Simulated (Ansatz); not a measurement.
Computed with Ansatz on PBE0-D4/def2-TZVP structures; ΔE is electronic, products minus reactants. CBS: MP2 limit from def2 TZ/QZ plus the TZ coupled-cluster correction, frozen cores. This one scheme is used for every species. Functionals use def2-TZVPP. B3LYP here is the variant with VWN-RPA as its local correlation; programs differ in this. One conformer a species, not always the lowest.

Reaction (ligand exchange at the Si–C bond): `F[SiH2]C[SiH3]` + `BCS` → `BCS[SiH2]F` + `C[SiH3]`

```tsv
level	ΔE (kJ/mol)	difference from CCSD(T)/CBS
PBE0-D4	-61.1	-2.4
B3LYP-D4	-60.9	-2.2
ωB97X-V	-58.2	0.5
ωB97M-V	-57.7	1.0
B2PLYP	-60.8	-2.1
PBE	-63.0	-4.3
B3LYP	-61.0	-2.3
HF/def2-TZVPP	-58.5	0.2
MP2/def2-TZVPP	-60.0	-1.3
SCS-MP2/def2-TZVPP	-58.3	0.4
CCSD/def2-TZVPP	-55.2	3.5
CCSD(T)/def2-TZVPP	-56.4	2.3
HF/def2-QZVPP	-58.1	0.6
MP2/def2-QZVPP	-61.2	-2.5
MP2/CBS(def2)	-62.3	-3.6
CCSD/CBS(def2)	-57.5	1.2
CCSD(T)/CBS	-58.7	0
```

Largest T1 diagnostic among the species: 0.011.
